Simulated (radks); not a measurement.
Question: Excited configurations of neutral tantalum: one electron is placed in a higher orbital outside [Xe] 4f14 5d3 6s1. The ground configuration is [Xe] 4f14 5d3 6s2. Calculated with a radial shooting solver on a logarithmic mesh with Libxc functionals: Dirac Kohn-Sham, PBE, spin-unpolarised, spherical densities, finite nucleus; open shells fill j = l - 1/2 first; Fermi nuclear charge, rms radius 5.3507 fm. Excitation = E - E(ground); binding = E(ion) - E, where the ion is the core of charge +1; n* = 1/sqrt(2 binding) in atomic units, and the quantum defect is n - n*.

| outer orbital | excitation (eV) | binding (eV) | n* | quantum defect | eigenvalue (eV) | <r> (bohr) |
|---|---|---|---|---|---|---|
| 6p1/2 | 3.769 | 4.599 | 1.720 | 4.280 | -2.277 | 4.439 |
| 6d3/2 | 6.801 | 1.567 | 2.947 | 3.053 | -0.722 | 10.63 |
| 6f5/2 | 7.727 | 0.641 | 4.608 | 1.392 | -0.367 | 28.75 |
| 7s1/2 | 5.914 | 2.454 | 2.354 | 4.646 | -1.439 | 8.828 |
| 7d3/2 | 7.385 | 0.983 | 3.721 | 3.279 | -0.555 | 19.83 |
| 7f5/2 | 7.902 | 0.466 | 5.406 | 1.594 | -0.288 | 43.01 |

Estimate the row for 7p1/2.

Answer: excitation (eV) 6.574; binding (eV) 1.794; n* 2.754; quantum defect 4.246; eigenvalue (eV) -1.021; <r> (bohr) 11.24. The Delta-SCF ionisation energy is 8.368 eV (NIST Atomic Spectra Database: 7.550 eV, measured). Self-interaction in the functional shifts the binding energies and quantum defects, so they are the method's values and not measured ones. Spin polarisation and multiplet splitting are left out, so open shells lie too high by an amount that depends on their filling.

Beside tabulated values, note that spin-unpolarised runs miss the spin-polarisation part of the exchange energy of open shells.
